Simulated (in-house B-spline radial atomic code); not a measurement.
Ionising Ca+ with different functionals

Computed with an all-electron radial atomic-structure program (B-spline basis): scalar-relativistic (spin-free X2C) Hamiltonian, Fermi nucleus of rms radius 3.4776 fm, spin-polarised at highest spin, spherical fractional occupations for the functionals, and exact exchange of hybrids averaged over the configuration. The ionisation energy is the difference of two self-consistent energies, [Ar] 4s1 → [Ne] 3s2 3p6, without Breit or QED terms; ε is the level of the shell that loses the electron (its least bound occupied spin orbital).

| method | rung | ΔSCF (eV) | -ε(4s) (eV) |
| --- | --- | --- | --- |
| PBE0 | global hybrid | 11.92 | 9.95 |
| B3LYP | global hybrid | 12.15 | 9.90 |
| TPSSh | global hybrid | 11.74 | 9.49 |
| BHandHLYP | global hybrid | ? | ? |
| r2SCAN0 | global hybrid | 11.75 | 10.03 |
| B97-1 | global hybrid | 11.69 | 9.63 |
| HSE06 | range-separated hybrid | ? | ? |
| wB97X | range-separated hybrid | 11.46 | 11.45 |
| CAM-B3LYP | range-separated hybrid | 12.09 | 10.97 |
| LC-wPBE | range-separated hybrid | 11.73 | 11.78 |

Problem. What does HSE06 give?

Solution. ΔSCF 11.94 eV, and -ε(4s) = 9.61 eV.

Problem. What does BHandHLYP give?

Solution. ΔSCF 11.94 eV, and -ε(4s) = 10.49 eV.

Problem. Among the functionals, which spreads more, the ΔSCF values or the orbital energies?

Solution. The orbital energies: ΔSCF values span about 0.69 eV and the orbital energies 2.29 eV.

Problem. How do they compare with the NIST value?

Solution. NIST lists 11.872 eV (measured, ground level to ground level). Errors run from -0.41 to +0.28 eV; PBE0 is closest (+0.05 eV), but part of that can be cancellation, since the calculations leave out Breit-QED terms.
